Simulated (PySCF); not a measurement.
C7H11ClO.
Atom-mapped SMILES: `[CH2:1]=[CH:2][CH2:3][C:4]([CH3:5])([CH3:6])[C:7](=[O:8])[Cl:9]` (hydrogens: H10, H11 on C1; H12 on C2; H13, H14 on C3; H15, H16, H17 on C5; H18, H19, H20 on C6)

The same species was optimised twice, with GFN2-xTB and with PBE0-D3(BJ)/def2-SVP (PySCF), and the same property calculations (PySCF, gas phase) were run on both structures.

```
     coordinate  GFN2-xTB  PBE0-D3(BJ)/def2-SVP  change
     C7–Cl9 (Å)     1.779                 1.808  +0.029
      C4–C7 (Å)     1.507                 1.523  +0.016
      C1=C2 (Å)     1.319                 1.333  +0.014
      C3–C4 (Å)     1.544                 1.548  +0.004
      C4–C6 (Å)     1.530                 1.527  -0.003
      C7=O8 (Å)     1.184                 1.181  -0.003
      C2–C3 (Å)     1.497                 1.495  -0.002
      C4–C5 (Å)     1.534                 1.533  -0.001
   C2–C3–C4 (°)     112.3                 114.4    +2.1
   C4–C7–O8 (°)     128.3                 127.4    -0.9
   C1–C2–C3 (°)     124.4                 125.2    +0.8
  O8–C7–Cl9 (°)     118.5                 119.2    +0.7
   C3–C4–C6 (°)     110.2                 110.8    +0.6
   C6–C4–C7 (°)     108.1                 107.7    -0.4
   C3–C4–C5 (°)     109.8                 109.3    -0.5
   C5–C4–C6 (°)     110.1                 110.4    +0.3
C1–C2–C3–C4 (°)      -121                  -113      +8
C2–C3–C4–C5 (°)      -177                  -174      +3
C3–C4–C7–O8 (°)       123                   125      +2
```

Rotational constants: A = 1726, B = 1046, C = 919.3 MHz (GFN2-xTB) against A = 1678, B = 1052, C = 912.0 MHz (PBE0-D3(BJ)/def2-SVP). Point groups within 0.08 Å: C1 and C1.

On the GFN2-xTB structure: HOMO (eV) -7.78 [PBE0/pcSseg-1]; LUMO (eV) -0.98 [PBE0/pcSseg-1]; dipole (D) 3.01 [PBE0/pcSseg-1]; GIAO shielding of C1 (ppm) 61.6 [PBE0/pcSseg-1]; GIAO shielding of C2 (ppm) 43.0 [PBE0/pcSseg-1]; GIAO shielding of C3 (ppm) 135.8 [PBE0/pcSseg-1]; GIAO shielding of C4 (ppm) 133.9 [PBE0/pcSseg-1]; GIAO shielding of C5/C6 (mean) (ppm) 159.5 [PBE0/pcSseg-1]; GIAO shielding of C7 (ppm) -4.0 [PBE0/pcSseg-1]; GIAO shielding of O8 (ppm) -265.6 [PBE0/pcSseg-1]; GIAO shielding of Cl9 (ppm) 540.8 [PBE0/pcSseg-1].

What do these properties become on the PBE0-D3(BJ)/def2-SVP structure?

| property | level | on GFN2-xTB | on PBE0-D3(BJ)/def2-SVP | change |
| --- | --- | --- | --- | --- |
| HOMO (eV) | PBE0/pcSseg-1 | -7.78 | -7.75 | +0.03 |
| LUMO (eV) | PBE0/pcSseg-1 | -0.98 | -1.00 | -0.02 |
| dipole (D) | PBE0/pcSseg-1 | 3.01 | 3.01 | 0.00 |
| energy, GFN2-xTB geometry as zero (kcal/mol) | PBE0/pcSseg-1 | 0.0 | -1.0 | -1.0 |
| GIAO shielding of C1 (ppm) | PBE0/pcSseg-1 | 61.6 | 56.8 | -4.8 |
| GIAO shielding of C2 (ppm) | PBE0/pcSseg-1 | 43.0 | 41.2 | -1.8 |
| GIAO shielding of C3 (ppm) | PBE0/pcSseg-1 | 135.8 | 135.0 | -0.8 |
| GIAO shielding of C4 (ppm) | PBE0/pcSseg-1 | 133.9 | 131.1 | -2.8 |
| GIAO shielding of C5/C6 (mean) (ppm) | PBE0/pcSseg-1 | 159.5 | 157.6 | -1.9 |
| GIAO shielding of C7 (ppm) | PBE0/pcSseg-1 | -4.0 | -4.2 | -0.2 |
| GIAO shielding of O8 (ppm) | PBE0/pcSseg-1 | -265.6 | -260.8 | +4.8 |
| GIAO shielding of Cl9 (ppm) | PBE0/pcSseg-1 | 540.8 | 530.2 | -10.6 |

The heavy atoms differ by 0.041 Å rms after alignment. Among bonds between heavy atoms C7–Cl9 changes most (+0.029 Å). Changes are differences of the printed values. Neither structure is proved a minimum here.

Shape of the structure used: `[CH2:1]=[CH:2][CH2:3][C:4]([CH3:5])([CH3:6])[C:7](=[O:8])[Cl:9]`: C1–C2–C3–C4 -113°, C2–C3–C4–C5 -174°, C3–C4–C7–O8 125°.
